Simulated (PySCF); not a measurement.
Shifts of the heteroatoms

Structure with atom numbers: `[CH3:1][O:2][P:3](=[O:4])([O:5][CH3:6])[O:7][SiH3:8]`. Each H is labelled by its parent atom.

Computational details: geometry: GFN2-xTB, σ from GIAO-PBE0/pcSseg-1, in PySCF (one computed conformer, relativity neglected, rapidly exchanging positions averaged, gas phase).

Question: Where does ³¹P resonate?

Answer: 
```tsv
atoms	environment	σ (ppm)	δ (ppm)
P3	phosphorus bonded to 4 O	322.3	3.1
```

Shieldings were converted by a linear fit to measured shifts: ³¹P: δ = 270.09 − 0.828σ (rms 18.1 ppm, 64 shifts vs H3PO4, solution or neat liquid). A few per cent of atoms miss by over 2 rms, more outside the fitted compound classes.

On a 500 MHz spectrometer ³¹P resonates near 202.4 MHz, so 1 ppm is 202.4 Hz.

Question: Predict the ²⁹Si NMR data.

Answer: 
```tsv
atoms	environment	σ (ppm)	δ (ppm)
Si8	silicon bonded to O, 3 H	383.8	-35.5
```

Shieldings were converted by a linear fit to measured shifts: ²⁹Si: δ = 279.94 − 0.822σ (rms 8.9 ppm, 72 shifts, 25.8 ppm with the 6 outliers that the fit left out vs TMS, solution or neat liquid). Occasional misses reach two or three times the rms, and more in compound classes unlike the fitted ones.

On a 600 MHz spectrometer ²⁹Si resonates near 119.2 MHz, so 1 ppm is 119.2 Hz.

Question: Where does ¹⁷O resonate?

Answer: 
```
atoms             environment  σ (ppm)  δ (ppm)
   O4              P=O oxygen    204.2     80.7
   O7  oxygen bonded to P, Si    248.6     40.2
O2/O5   oxygen bonded to C, P    260.0     29.9
```

Shieldings were converted by a linear fit to measured shifts: ¹⁷O: δ = 266.70 − 0.911σ (rms 10.7 ppm, 155 shifts, 12.2 ppm with the 3 outliers that the fit left out vs liquid water, solution or neat liquid). Occasional misses reach two or three times the rms, and more in compound classes unlike the fitted ones.

On a 400 MHz spectrometer ¹⁷O resonates near 54.2 MHz, so 1 ppm is 54.2 Hz.
